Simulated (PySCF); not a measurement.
Species: C5H9NO.
Z-matrix (Å and degrees, GFN2-xTB geometry), rows numbered from 1:
```
C 
C   1  1.5158
O   2  1.2112  1  123.84
N   2  1.3557  1  113.20  3  -179.99
C   4  1.4261  2  122.99  1  -179.81
C   5  1.4979  4  119.79  2  -145.00
C   5  1.4978  4  119.76  2   144.35
H   1  1.0878  2  110.17  3  -120.41
H   1  1.0857  2  109.17  3    -0.49
H   1  1.0878  2  110.13  3   119.46
H   4  1.0079  2  119.80  1    -0.14
H   5  1.0819  4  110.31  2    -0.21
H   6  1.0784  5  118.52  7  -108.53
H   6  1.0799  5  118.08  7   107.52
H   7  1.0798  5  118.09  6  -107.62
H   7  1.0783  5  118.46  6   108.52
```

The closed-shell ground state was solved at several levels (PySCF, density fitting, gas phase, non-relativistic).

| level | basis functions | total energy (Eh) | HOMO (eV) | LUMO (eV) | gap (eV) | dipole (D) |
| --- | --- | --- | --- | --- | --- | --- |
| PBE0/pcSseg-1 | 164 | -325.4961 | -6.84 | 0.94 | 7.78 | 3.82 |
| B3LYP/pcJ-1 | 279 | -325.9278 | -6.59 | 0.67 | 7.26 | 3.80 |

Estimate the row for wB97X-D/def2-SVPD, a basis of 215 functions; the other rows only guide the guess.

Total energy -325.5866 Eh, HOMO -8.77 eV, LUMO 2.12 eV, gap 10.89 eV, dipole 3.94 D.

Over all these levels, which gives the widest orbital gap and which the narrowest?

wB97X-D/def2-SVPD (range-separated hybrid) has the widest, 10.89 eV, and B3LYP/pcJ-1 (global hybrid, 20 % exact exchange) the narrowest, 7.26 eV. Functional and basis both differ between the two, so the spread mixes both effects.

How far do the dipole and the HOMO energy spread over the levels?

The dipole runs from 3.80 to 3.94 D (mean 3.85 D) and the HOMO from -8.77 to -6.59 eV.

One conformer stands for the species.

wB97X-D is run here without its empirical dispersion term; that term would change no orbital, density or response property at a fixed geometry.
